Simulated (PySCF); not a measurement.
## Electron correlation in Se²⁺ (selenium, charge +2)

[Ar] 3d10 4s2 4p2, high-spin 3P determinant. Computed with PySCF 2.14 in aug-cc-pVDZ-PP with ECP10MDF, with scalar relativity through the core potential. Frozen: 3s2 3p6 3d10; 4 electrons correlated.

MP2 pair energies summed by pair of shells (mhartree):

| pair | energy | share (%) |
| --- | --- | --- |
| 4s-4p | -26.81 | 60.9 |
| 4s-4s | -12.80 | 29.1 |
| 4p-4p | -4.41 | 10.0 |

Total MP2 correlation energy: -44.02 mhartree.

Same-spin part -7.01 and opposite-spin part -37.01 mhartree; SCS-MP2 scales them by 1/3 and 6/5 to -46.75 mhartree.

| level | correlation energy (mhartree) |
| --- | --- |
| CCSD | -60.52 |
| (T) | -0.60 |
| CCSD(T) | -61.12 |

Diagnostics: T1 = 0.0060, D1 = 0.0164, largest double amplitude 0.095.

Cost of the coupled-cluster step: 0.14 s of wall time on 1 thread of Neoverse-V2 (shared host), for 4 correlated electrons.
